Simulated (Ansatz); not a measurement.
Basis sets compared for the cluster Mg2O3H2 (the lowest singlet isomer of a short search). The state is a singlet with charge 0. Geometry r2SCAN-D4/def2-SVP. Ansatz on 4 threads of AMD EPYC 9B14 on a shared host; times are rough, and most runs start from earlier orbitals.

```xyz
7

Mg   -1.0358   -0.5475    0.2820
Mg    1.1622    0.2307    0.2198
O     0.3745   -0.9392    1.4860
O    -0.4910    1.3973    0.1319
O     0.1897   -0.6422   -1.3276
H    -0.6851    2.0036    0.8571
H     0.4854   -1.5027   -1.6491
```

B3LYP takes the VWN-RPA correlation. The structure comes from a short search, and lower isomers may exist.

Binding counts from free atoms (Mg singlet, O triplet, H doublet) in the same basis, without a counterpoise term.

| level | functions | energy (Eh) | HOMO (eV) | LUMO (eV) | binding per atom (eV) | wall time |
| --- | --- | --- | --- | --- | --- | --- |
| HF/STO-3G | 35 | -616.9528 | -3.02 | 8.33 | 2.30 | 0.1 s |
| HF/6-31G | 57 | -624.9696 | -8.54 | -0.14 | 1.72 | 0.15 s |
| HF/def2-TZVP | 169 | -625.1688 | -8.51 | -0.05 | 1.98 | 0.95 s |
| PBE-D4/def2-SVP | 88 | -626.3555 | -3.87 | -2.90 | 3.38 | 0.55 s |
| PBE-D4/def2-TZVP | 169 | -626.7778 | -3.95 | -2.84 | 3.36 | 1.1 s |
| r2SCAN-D4/def2-TZVP | 169 | -627.1011 | -4.01 | -2.37 | 3.34 | 2.1 s |
| B3LYP-D4/6-31G | 57 | -627.0942 | -4.90 | -2.60 | 2.97 | 0.6 s |
| B3LYP-D4/def2-TZVP | 169 | -627.3050 | -5.02 | -2.48 | 3.22 | 1.4 s |
| PBE0-D4/def2-SVP | 88 | -626.3799 | -5.10 | -2.18 | 3.21 | 0.8 s |
| PBE0-D4/def2-TZVP | 169 | -626.8003 | -5.17 | -2.12 | 3.19 | 1.6 s |

Task: Estimate the rows for PBE-D4/def2-TZVPD, r2SCAN-D4/def2-TZVPD, PBE0-D4/def2-TZVPD.

Result: 
| level | functions | energy (Eh) | HOMO (eV) | LUMO (eV) | binding per atom (eV) | wall time |
| --- | --- | --- | --- | --- | --- | --- |
| PBE-D4/def2-TZVPD | 208 | -626.7826 | -4.00 | -2.87 | 3.36 | 1.4 s |
| r2SCAN-D4/def2-TZVPD | 208 | -627.1052 | -4.03 | -2.38 | 3.35 | 2.6 s |
| PBE0-D4/def2-TZVPD | 208 | -626.8047 | -5.20 | -2.15 | 3.20 | 2 s |
